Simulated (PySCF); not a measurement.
# Correlation energy of Cl⁺ (chlorine, charge +1)

[Ne] 3s2 3p4, high-spin 3P determinant. Calculation: PySCF 2.14, in jorge-DZP-DKH; the spin-free X2C one-electron Hamiltonian (Gaussian nucleus). Frozen: [Ne]; 6 electrons correlated.

MP2 pair energies summed by pair of shells (mhartree):

```tsv
pair	energy	share (%)
3p-3p	-45.00	48.5
3s-3p	-40.23	43.3
3s-3s	-7.62	8.2
```

Total MP2 correlation energy: -92.85 mhartree.

Same-spin part -22.93 and opposite-spin part -69.92 mhartree; SCS-MP2 scales them by 1/3 and 6/5 to -91.55 mhartree.

```csv
level,correlation energy (mhartree)
CCSD,-111.81
(T),-1.18
CCSD(T),-112.99
```

Diagnostics: T1 = 0.0062, D1 = 0.0208, largest double amplitude 0.052.

Cost of the coupled-cluster step: 0.11 s of wall time on 1 thread of Intel(R) Xeon(R) 6975P-C (shared host), for 6 correlated electrons.
